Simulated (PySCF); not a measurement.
## Exact mass, isotope pattern and composition

Species: `[SiH3]/C(C)=P\[H]`.

Calculated from tabulated atomic weights, isotope masses and abundances; no fragmentation.

Question: Find the molar and monoisotopic masses of C2H7PSi.

Answer: For C2H7PSi, with standard atomic weights, 2 × 12.011 + 1 × 28.085 + 1 × 30.974 + 7 × 1.008 = 90.137 g/mol. From the most abundant isotopes (12C, 28Si, 31P, 1H), 2 × 12.000000 + 1 × 27.976927 + 1 × 30.973762 + 7 × 1.007825 = 90.0055 u.

Question: What cluster does the molecular ion M+• show when like nominal masses merge?

Answer: 
| nominal mass | m/z (centroid) | relative intensity |
| --- | --- | --- |
| 90 | 90.0049 | 100.0 |
| 91 | 91.0057 | 7.3 |
| 92 | 92.0020 | 3.5 |

Lines under 0.1 % of the tallest are left out. One electron mass, 0.00055 u, is taken off.

Question: What resolving power m/Δm just matches the spacing of the species with one 29Si and with one 13C?

Answer: They lie 0.00379 u apart at mass 91.01, so m/Δm is about 24000.

Question: Count the protons, neutrons and electrons of the monoisotopic species, and give its exact less its nominal mass.

Answer: 48 protons, 42 neutrons and 48 electrons; 90.0055 − 90 = +0.0055 u.

Question: List the species in which a single atom is changed from its most abundant isotope.

Answer: Intensity in % of the monoisotopic species:

```csv
isotope,mass shift (u),m/z,intensity (%)
29Si,+0.99957,91.0045,5.08
13C,+1.00335,91.0083,2.16
2H,+1.00628,91.0112,0.08
30Si,+1.99684,92.0018,3.35
```

Species under 0.02 % are left out.

Question: Which m/z would the protonated, sodiated and deprotonated molecule have?

Answer: [M+H]+ 91.0127, [M+Na]+ 112.9947, [M−H]− 88.9982, for the monoisotopic species (arithmetic only; whether such ions form is another matter).
